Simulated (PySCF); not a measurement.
PySCF job for AlH₃, SMILES [AlH3], PBE0/pcJ-2. Coordinates come from a B3LYP-D3(BJ)/def2-TZVPD optimisation. The isomer is the one that the SMILES or the coordinates give; other isomers of the formula were not compared.

```python
import numpy as np
from pyscf import gto, scf, dft
from pyscf.prop.ssc import rks as ssc

mol = gto.M(
    atom='''
    Al    0.00000000    0.00000000    0.00000000
    H     1.58025890    0.00000000    0.00000000
    H    -0.79012946    1.36854435    0.00000000
    H    -0.79012945   -1.36854436    0.00000000
    ''',
    basis='pcJ-2',
    charge=0,
    spin=0,
    max_memory=1600,
    verbose=3,
)
mf = dft.RKS(mol, xc='pbe0')
mf.grids.level = 3
mf.conv_tol = 1e-10
mf.max_cycle = 100
mf.kernel()
j = ssc.SSC(mf)
j.with_fcsd = True
j.max_cycle_cphf = 80
j.conv_tol = 1e-7
e11 = j.kernel()
```

Log of the run:

```
converged SCF energy = -243.437793468763
Reduced spin-spin coupling constant K (Hz)
               #0        #1        #2        #3
        0 Al   0.00000
        1 H   34.28476   0.00000
        2 H   34.28472   0.91504   0.00000
        3 H   34.28467   0.91503   0.91505   0.00000
Spin-spin coupling constant J (Hz)
               #0        #1        #2        #3
        0 Al   0.00000
        1 H  278.94559   0.00000
        2 H  278.94523  28.54921   0.00000
        3 H  278.94485  28.54908  28.54952   0.00000
```

The calculation finished and met its thresholds.

Cost: about 60 core-seconds (a rough figure).
